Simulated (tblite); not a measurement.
Compound: C4H8O2P (charge -1).
Geometry (GFN2-xTB, Å), atoms numbered from 1 in this order:
```xyz
15
C4H8O2P angstrom
C      2.125   -0.401   -0.266
P      0.847    0.472    0.784
O      0.726    1.889    0.337
O      1.107    0.187    2.225
C     -0.647   -0.473    0.229
C     -1.342    0.028   -0.992
C     -1.927    0.285    0.358
H      3.083    0.074   -0.060
H      2.187   -1.454   -0.002
H      1.894   -0.297   -1.323
H     -0.661   -1.537    0.438
H     -1.837   -0.680   -1.648
H     -0.882    0.864   -1.498
H     -2.833   -0.237    0.646
H     -1.844    1.289    0.750
```

Computed values, GFN2-xTB/tblite, gas phase, harmonic and unscaled. Errors from tens to a few hundred cm⁻¹ against measured bands are possible. One conformer, not necessarily the lowest.

Harmonic wavenumbers (cm⁻¹): 47.7, 148.8, 161.9, 181.0, 252.9, 275.9, 358.3, 440.5, 451.7, 631.1, 690.2, 794.4, 799.8, 812.3, 830.0, 977.7, 980.6, 1005.2, 1054.5, 1063.0, 1091.5, 1109.1, 1159.2, 1212.4, 1238.8, 1300.8, 1340.5, 1423.4, 1464.5, 1475.4, 1479.1, 2990.4, 3000.4, 3005.7, 3010.5, 3011.7, 3027.1, 3071.3, 3083.0.

A = 3509, B = 1805, C = 1671 MHz; mass 119.026 u (most abundant isotopes); point group C1, symmetry number 1.

Task: Zero-point energy?

Result: Half the sum of the wavenumbers: 25226 cm⁻¹ = 301.78 kJ/mol.

Task: Give the ideal-gas entropy at 273.15 K and 1 bar in the rigid-rotor, harmonic-oscillator model (classical rotation).

Result: Translation 166.64, rotation 115.26, vibration 78.74: S = 360.6 J/(mol K).

Task: And Cp and H(273.15 K) − H(0)?

Result: Cp = 122.37 J/(mol K), of which vibrations give 89.11 (their classical limit is 39 R = 324.3); H(273.15 K) − H(0) = 20.93 kJ/mol without the zero-point energy, 11.85 from vibrations.

Task: Blend soft modes into free rotors: weight 1/[1 + (100 cm⁻¹/ν̃)⁴] for the oscillator and the rest for a rotor with moment μB/(μ + B), μ = h/(8π²ν), B = 10⁻⁴⁴ kg m². What vibrational entropy results?

Result: 73.77 J/(mol K) in place of 78.74, which changes −T·S at 273.15 K by +1.36 kJ/mol.

Task: Which modes carry the vibrational entropy at 273.15 K?

Result: 47.7 cm⁻¹: 19.82; 148.8 cm⁻¹: 10.55; 161.9 cm⁻¹: 9.89; 181.0 cm⁻¹: 9.02; 252.9 cm⁻¹: 6.52; 275.9 cm⁻¹: 5.90 J/(mol K); the other 33 give 17.04 together.

Task: What must be added to the electronic energy to get the Gibbs energy at 273.15 K and 1 bar?

Result: ZPE + [H(273.15 K) − H(0)] − T·S = 301.78 + 20.93 − 98.51 = 224.20 kJ/mol.

Hindered rotation and anharmonicity are outside this model. Other conformers, if any are populated, would add a mixing term that is left out. The structure is chiral; the term R ln 2 for an equal mix with its mirror image is left out.

The run took 0.43 s wall on Arm Neoverse V1, one thread, no GPU, shared host with 32 logical CPUs at a one-minute load of 35. This covers the Hessian and the dipole derivatives.
